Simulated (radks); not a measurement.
Values are calculated unless marked as measured or tabulated.
Question: Isoelectronic series with 24 electrons, each ion in its NIST ground configuration. Code: a radial shooting solver on a logarithmic mesh with Libxc functionals. Model: scalar-relativistic Kohn-Sham, PBE, spin-polarised, spherical densities, finite nucleus; open shells are filled with parallel spins first (spin-orbit coupling, left out, can overturn this in heavy ions); Fermi nuclear charge, rms radius of each element as measured or else 0.836 A^(1/3) + 0.57 fm. Total energies (hartree) and mean radii <r> (bohr) (* marks an orbital that is empty in some or all of the ions):

ion    configuration  E (hartree)   3d up  4s up*
Cr      [Ar] 3d5 4s1  -1050.72524   1.474   3.325
Co3+        [Ar] 3d6  -1391.03973  0.9295   2.170
Zn6+        [Ar] 3d6  -1784.17398  0.6973   1.623
As9+        [Ar] 3d6  -2230.02208  0.5681   1.314
Kr12+       [Ar] 3d6  -2729.01940  0.4824   1.110
Mo18+       [Ar] 3d6  -3888.89420  0.3731  0.8512
Rh21+       [Ar] 3d6  -4551.24749  0.3357  0.7628
Cd24+       [Ar] 3d6  -5269.68832  0.3052  0.6909
Sb27+       [Ar] 3d6  -6045.20399  0.2798  0.6312
Xe30+       [Ar] 3d6  -6878.88079  0.2584  0.5808
Nd36+       [Ar] 3d6   -8725.6878  0.2241  0.4998
Eu39+       [Ar] 3d6   -9741.5830  0.2101  0.4668
Dy42+       [Ar] 3d6  -10821.2830  0.1978  0.4375
Tm45+       [Ar] 3d6  -11966.6106  0.1868  0.4114
Hf48+       [Ar] 3d6  -13179.4501  0.1769  0.3879
Re51+       [Ar] 3d6  -14462.1162  0.1680  0.3666
Pt54+       [Ar] 3d6  -15816.9666  0.1600  0.3472

Estimate the row of La33+ ([Ar] 3d6).

Answer: E (hartree) -7771.9314; 3d up 0.2400; 4s up* 0.5374.
